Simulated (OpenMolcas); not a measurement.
# Multiconfigurational calculation on V3+

V3+ among 3 point charges of -0.5 e arranged as a planar triangle (D3h), 1.9 Å from the ion.

Input:

```
&GATEWAY
Coord
1

V 0.0 0.0 0.0
Basis=ANO-RCC-VDZP
Group=NoSym
NoMove
AngMom=0.0 0.0 0.0
AMFI
XField
3 Angstrom 0
1.900000 0.000000 0.000000 -0.500000
-0.950000 1.645448 0.000000 -0.500000
-0.950000 -1.645448 0.000000 -0.500000
&SEWARD
&RASSCF
FileOrb=start.orb
Symmetry=1
Spin=3
nActEl=2 0 0
Inactive=9
Ras2=5
CIRoot=10 10 1
SDav=10
CIMx=300
Iter=120 100
PrWF=0.3
OrbListing=Nothing
MaxOrb=0
>>> COPY $Project.JobIph JOB001
&RASSCF
FileOrb=start.orb
Symmetry=1
Spin=1
nActEl=2 0 0
Inactive=9
Ras2=5
CIRoot=15 15 1
SDav=15
CIMx=300
Iter=120 100
PrWF=0.3
OrbListing=Nothing
MaxOrb=0
>>> COPY $Project.JobIph JOB002
&RASSI
NrOfJobIphs=2 10 15
1 2 3 4 5 6 7 8 9 10
1 2 3 4 5 6 7 8 9 10 11 12 13 14 15
IphNames
JOB001
JOB002
EJob
SpinOrbit
DIPRint=1.0
SOCoupling=1000.0
Subsets=2
Property=9
'ANGMOM' 1 'ANGMOM' 2 'ANGMOM' 3 'MLTPL  1' 1 'MLTPL  1' 2 'MLTPL  1' 3
'AMFI' 1 'AMFI' 2 'AMFI' 3
SOProperty=3
'ANGMOM' 1 'ANGMOM' 2 'ANGMOM' 3
```

Launched by
```bash
OMP_NUM_THREADS=1 MOLCAS_MEM=1689 MOLCAS_PROJECT=a pymolcas a.inp > a.log  # once for each step of the input, in one work folder
```

A driver script runs the steps one by one and writes start.orb anew before each from the orbitals found so far.

Output, cut to the results:

```
--- SEWARD ---
Basis set label: V.ANO-RCC...5S4P2D1F.

      Electronic valence basis set:
      ------------------
      Associated Effective Charge  23.000000 au
      Associated Actual Charge     23.000000 au
      Nuclear Model: Point charge

      Shell  nPrim  nBasis  Cartesian Spherical Contaminant
         s      21       5        X
         p      15       4        X
         d      10       2                 X
         f       6       1                 X
                  Relativistic Douglas-Kroll-Hess integrals:
                    - DKH order of Hamiltonian: 2
                    - DKH order of Properties : 0
                  Atomic mean-field integrals
--- RASSCF ---
Wave function specifications:
      -----------------------------

      Number of closed shell electrons          18
      Number of electrons in active shells       2
      Max number of holes in RAS1 space          0
      Max nr of electrons in RAS3 space          0
      Number of inactive orbitals                9
      Number of active orbitals                  5
      Number of secondary orbitals              20
      Spin quantum number                      1.0
      State symmetry                             1
Orbital specifications:
      -----------------------

      Symmetry species                           1
                                                 a
      Frozen orbitals                            0
      Inactive orbitals                          9
      Active orbitals                            5
      RAS1 orbitals                              0
      RAS2 orbitals                              5
      RAS3 orbitals                              0
      Secondary orbitals                        20
      Deleted orbitals                           0
      Number of basis functions                 34
      Number of CSFs                            10
      Number of root(s) required                10
      Iter CI   SX   CI       RASSCF       Energy    max ROT     max BLB   max BLB  Level Ln srch  Step   QN
          iter iter root      energy       change     param      element    value   shift minimum  type update
 Nr of preliminary CI iterations:   1
        1   1    7    0  -947.43650474    0.00E+00  -2.47E-01*   8  21 1 -3.30E-01*  0.09   0.00    SX    NO
        2   1    6    0  -947.60304952   -1.67E-01* -3.38E-02    9  22 1  1.29E-01*  0.29   0.00    SX    NO
        3   1    6    0  -947.61023136   -7.18E-03* -1.33E-02    8  21 1 -1.38E-02*  0.24   0.00    SX    NO
        4   1    5    0  -947.61057615   -3.45E-04* -2.55E-03    9  22 1  6.30E-03*  0.25   0.00    SX    NO
        5   1    5    0  -947.61059830   -2.22E-05* -6.27E-04    8  21 1 -1.19E-03*  0.25   0.80    QN   YES
        6   1    4    0  -947.61059982   -1.52E-06*  2.38E-05    8  10 1 -6.23E-05   0.25   1.01    QN   YES
        7   1    3    0  -947.61059982   -5.14E-09  -8.74E-06    8  10 1 -2.36E-05   0.25   1.31    QN   YES
      Convergence after  7 iterations
        8   1    3    0  -947.61059982   -5.23E-10  -8.74E-06    9  22 1 -3.17E-06   0.25   1.31    QN   YES
      Natural orbitals and occupation numbers for root  1
      sym 1:   0.122152   0.877848  -0.000000   0.877848   0.122152
      Natural orbitals and occupation numbers for root  2
      sym 1:   0.255351   0.744649   0.744649   0.255351  -0.000000
      Natural orbitals and occupation numbers for root  3
      sym 1:   0.255351   0.255351  -0.000000   0.744649   0.744649
::    RASSCF root number  1 Total energy:   -947.63822899
::    RASSCF root number  2 Total energy:   -947.63593142
::    RASSCF root number  3 Total energy:   -947.63593141
::    RASSCF root number  4 Total energy:   -947.63136434
::    RASSCF root number  5 Total energy:   -947.63136434
::    RASSCF root number  6 Total energy:   -947.63009965
::    RASSCF root number  7 Total energy:   -947.63009864
::    RASSCF root number  8 Total energy:   -947.56297571
::    RASSCF root number  9 Total energy:   -947.56297571
::    RASSCF root number 10 Total energy:   -947.54702802
--- RASSCF ---
Wave function specifications:
      -----------------------------

      Number of closed shell electrons          18
      Number of electrons in active shells       2
      Max number of holes in RAS1 space          0
      Max nr of electrons in RAS3 space          0
      Number of inactive orbitals                9
      Number of active orbitals                  5
      Number of secondary orbitals              20
...
--- RASSI ---
SPIN-FREE ENERGIES:
  (Shifted by EMIN (a.u.) =       -947.6382289867)

 SF State       Relative EMIN(au)   Rel lowest level(eV)    D:o, cm**(-1)      L_eff

     1             0.0000000000        0.0000000000              0.0000         3.0
     2             0.0022975716        0.0625201082            504.2587         3.0
     3             0.0022975722        0.0625201242            504.2588         3.0
     4             0.0068646456        0.1867965227           1506.6156         3.0
     5             0.0068646475        0.1867965753           1506.6160         3.0
     6             0.0081293386        0.2212105738           1784.1836         3.0
     7             0.0081303465        0.2212379989           1784.4048         3.0
    11             0.0637352266        1.7343238672          13988.2654         2.1
    12             0.0637352274        1.7343238892          13988.2655         2.1
    13             0.0671114803        1.8261964131          14729.2674         2.1
    14             0.0671114809        1.8261964279          14729.2675         2.1
    15             0.0690509050        1.8789708467          15154.9219         2.1
     8             0.0752532783        2.0477460208          16516.1855         1.0
     9             0.0752532792        2.0477460478          16516.1857         1.0
    10             0.0912009620        2.4817046029          20016.2975         1.0
    16             0.0922746664        2.5109215880          20251.9484         3.9
    17             0.0937613168        2.5513754059          20578.2304         3.9
    18             0.0937613178        2.5513754334          20578.2307         3.9
    19             0.0978433302        2.6624526491          21474.1288         4.0
    20             0.0978433314        2.6624526822          21474.1291         4.0
    21             0.1045205346        2.8441486388          22939.6058         4.0
...
```

Spin-orbit levels above the lowest (labels of D3, the rotations of D3h):

```json
{"E (cm-1)": "0.0", "Degeneracy": "1", "Label": "A1", "2S+1": "3", "g": ""}
{"E (cm-1)": "106.9", "Degeneracy": "2", "Label": "E", "2S+1": "3", "g": "0.00 0.00 3.64"}
{"E (cm-1)": "624.5", "Degeneracy": "1", "Label": "A2", "2S+1": "3", "g": ""}
{"E (cm-1)": "777.2", "Degeneracy": "2", "Label": "E", "2S+1": "3", "g": "0.00 0.00 5.86"}
{"E (cm-1)": "777.5", "Degeneracy": "2", "Label": "E", "2S+1": "3", "g": "0.00 0.00 2.18"}
{"E (cm-1)": "844.4", "Degeneracy": "1", "Label": "A1", "2S+1": "3", "g": ""}
{"E (cm-1)": "1549", "Degeneracy": "2", "Label": "E", "2S+1": "3", "g": "0.00 0.00 2.79"}
{"E (cm-1)": "1586", "Degeneracy": "2", "Label": "E", "2S+1": "3", "g": "0.00 0.00 0.17"}
{"E (cm-1)": "1795", "Degeneracy": "2", "Label": "", "2S+1": "3", "g": "0.00 0.00 7.16"}
{"E (cm-1)": "1930", "Degeneracy": "2", "Label": "E", "2S+1": "3", "g": "0.00 0.00 3.34"}
{"E (cm-1)": "2170", "Degeneracy": "2", "Label": "", "2S+1": "3", "g": "0.00 0.00 6.84"}
{"E (cm-1)": "2337", "Degeneracy": "2", "Label": "E", "2S+1": "3", "g": "0.00 0.00 10.00"}
{"E (cm-1)": "14194", "Degeneracy": "2", "Label": "E", "2S+1": "1", "g": "0.00 0.00 4.02"}
{"E (cm-1)": "14931", "Degeneracy": "2", "Label": "E", "2S+1": "1", "g": "0.00 0.00 2.00"}
{"E (cm-1)": "15356", "Degeneracy": "1", "Label": "A1", "2S+1": "1", "g": ""}
{"E (cm-1)": "16637", "Degeneracy": "1", "Label": "A2", "2S+1": "3", "g": ""}
{"E (cm-1)": "16647", "Degeneracy": "1", "Label": "A1", "2S+1": "3", "g": ""}
{"E (cm-1)": "16769", "Degeneracy": "2", "Label": "E", "2S+1": "3", "g": "0.00 0.00 2.00"}
{"E (cm-1)": "16886", "Degeneracy": "2", "Label": "E", "2S+1": "3", "g": "0.00 0.00 5.98"}
{"E (cm-1)": "20246", "Degeneracy": "1", "Label": "A1", "2S+1": "3", "g": ""}
```

Without dynamic correlation the repulsion within the d shell is too large (B by tens of per cent), so at a given field states of lower spin stand too high. The ground term spreads over less than 5000 cm-1, several times less than with real ligands, so orbital moments are less quenched and χT lies further from the spin-only value than at real sites. Point charges carry no covalency, so the field is a model and not that of real ligands. An unlabelled pair can be two single states that coincide in this model. No measured value stands beside these numbers.

With an even number of electrons the g values are those of a degenerate or nearly degenerate non-Kramers pair.
